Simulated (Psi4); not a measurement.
Rh (SMILES [Rh]), quartet (all electrons, no relativity); SVWN/3-21G in Psi4 1.11.

Input for Psi4:
```
memory 2 GB

molecule {
0 4
Rh    0.00000000    0.00000000    0.00000000
}

set {
  basis 3-21g
  reference uks
  scf_type pk
  damping_percentage 50
}

energy('svwn')
print_variables()
```

It wrote (shortened):

```
   => Loading Basis Set <=

    Name: 3-21G
    Role: ORBITAL
    Keyword: BASIS

         ---------------------------------------------------------
                                   SCF
               by Justin Turney, Rob Parrish, Andy Simmonett
                          and Daniel G. A. Smith
                              UKS Reference
         ---------------------------------------------------------

  ==> Geometry <==

    Molecular point group: d2h
    Geometry (in Angstrom), charge = 0, multiplicity = 4:

       Center              X                  Y                   Z               Mass
    ------------   -----------------  -----------------  -----------------  -----------------
         RH           0.000000000000     0.000000000000     0.000000000000   102.905498000000

  Running in d2h symmetry.

  Rotational constants: A = ************  B = ************  C = ************ [cm^-1]
  Rotational constants: A = ************  B = ************  C = ************ [MHz]
  Nuclear repulsion =    0.000000000000000

  Charge       = 0
  Multiplicity = 4
  Electrons    = 45
  Nalpha       = 24
  Nbeta        = 21

  ==> Algorithm <==

  SCF Algorithm Type is PK.
  DIIS enabled.
  MOM disabled.
  Fractional occupation disabled.
  Guess Type is CORE.
  Energy threshold   = 1.00e-06
  Density threshold  = 1.00e-06
  Integral threshold = 1.00e-12

  ==> Primary Basis <==

  Basis Set: 3-21G
    Blend: 3-21G
    Number of shells: 14
    Number of basis functions: 39
    Number of Cartesian functions: 39
    Spherical Harmonics?: false
    Max angular momentum: 2

  ==> DFT Potential <==

   => LibXC <=

    Version 7.1.2
    S. Lehtola, C. Steigemann, M. J. T. Oliveira, and M. A. L. Marques,  SoftwareX 7, 1–5 (2018) (10.1016/j.softx.2017.11.002)

   => Composite Functional: SVWN <=

    Slater exchange
    Vosko, Wilk & Nusair (VWN5_RPA)
    P. A. M. Dirac,  Math. Proc. Cambridge Philos. Soc. 26, 376 (1930) (10.1017/S0305004100016108)
    F. Bloch,  Z. Phys. 57, 545 (1929) (10.1007/BF01340281)
    S. H. Vosko, L. Wilk, and M. Nusair,  Can. J. Phys. 58, 1200 (1980) (10.1139/p80-159)

    Deriv               =              1
    GGA                 =          FALSE
    Meta                =          FALSE

    Exchange Hybrid     =          FALSE
    MP2 Hybrid          =          FALSE

   => Exchange Functionals <=

    1.0000         XC_LDA_X

   => Correlation Functionals <=

    1.0000   XC_LDA_C_VWN_RPA

   => LibXC Density Thresholds  <==

[...]
   @S^2 Observed:                3.750013933E+00
   @S   Expected:                1.500000000E+00
   @S   Observed:                1.500000000E+00

    Orbital Energies [Eh]
    ---------------------

    Alpha Occupied:

[...]
    Alpha Virtual:

[...]
    Beta Occupied:

[...]
    Beta Virtual:

[...]
    Final Occupation by Irrep:
             Ag   B1g   B2g   B3g    Au   B1u   B2u   B3u
    DOCC [     6,    2,    2,    2,    0,    3,    3,    3 ]
    SOCC [     3,    0,    0,    0,    0,    0,    0,    0 ]
    NA   [     9,    2,    2,    2,    0,    3,    3,    3 ]
    NB   [     6,    2,    2,    2,    0,    3,    3,    3 ]

  @UKS Final Energy: -4662.59721901082139

   => Energetics <=

    Nuclear Repulsion Energy =              0.0000000000000000
    One-Electron Energy =               -6449.4822554472630145
    Two-Electron Energy =                1918.7818362735961273
    DFT Exchange-Correlation Energy =    -131.8967998371547310
    Empirical Dispersion Energy =           0.0000000000000000
    VV10 Nonlocal Energy =                  0.0000000000000000
    Total Energy =                      -4662.5972190108213908

  UHF NO Occupations:
  HONO-2 :    7 Ag 1.0000000
  HONO-1 :    8 Ag 1.0000000
  HONO-0 :    9 Ag 1.0000000
  LUNO+0 :    3B1g 0.0000018
  LUNO+1 :    3B3g 0.0000018
  LUNO+2 :    3B2g 0.0000018
  LUNO+3 :   10 Ag 0.0000012

Computation Completed

Properties will be evaluated at   0.000000,   0.000000,   0.000000 [a0]

Properties computed using the SCF density matrix

 Multipole Moments:

 ------------------------------------------------------------------------------------
     Multipole            Electronic (a.u.)      Nuclear  (a.u.)        Total (a.u.)
 ------------------------------------------------------------------------------------

 L = 1.  Multiply by 2.5417464519 to convert [e a0] to [Debye]
 Dipole X            :          0.0000000            0.0000000            0.0000000
 Dipole Y            :          0.0000000            0.0000000            0.0000000
 Dipole Z            :          0.0000000            0.0000000            0.0000000
 Magnitude           :                                                    0.0000000

 ------------------------------------------------------------------------------------

  Variable Map:
  ----------------------------------------------------------------------------
[...]
  Array Variable Map:
  ----------------------------------------------------------------------------
[...]
[...]
```
